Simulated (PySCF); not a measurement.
Computed shifts of a molecule C4H5NO, PySCF with PBE0/pcSseg-1, GIAO, gas phase, equivalent atoms averaged, in ppm (number of nuclei): ¹³C: 163.7 (1), 160.4 (1), 99.1 (1), 90.1 (1). ¹⁵N: 320.9 (1). ¹H: 7.44 (1), 6.75 (1), 6.55 (2), 4.62 (1). References: ¹³C against TMS (σ = 186.3 ppm); ¹⁷O against H2O (σ = 334.2 ppm); ¹⁵N against NH3 (σ = 267.4 ppm); ¹H against TMS (σ = 31.56 ppm), references at their B3LYP-D3(BJ)/def2-TZVP geometries, non-relativistic. The structure is a stationary point at B3LYP-D3(BJ)/def2-SVP. The geometry has at least one imaginary mode, so it is a saddle point at that level. One conformer was computed; it need not be the lowest.

Q: Identify the compound among the candidates.
(A) O=C1C=NCC1
(B) C=C[C@H]1N=CO1
(C) C1=CN=COC1
(D) C1=COCN=C1

A: D, C1=COCN=C1
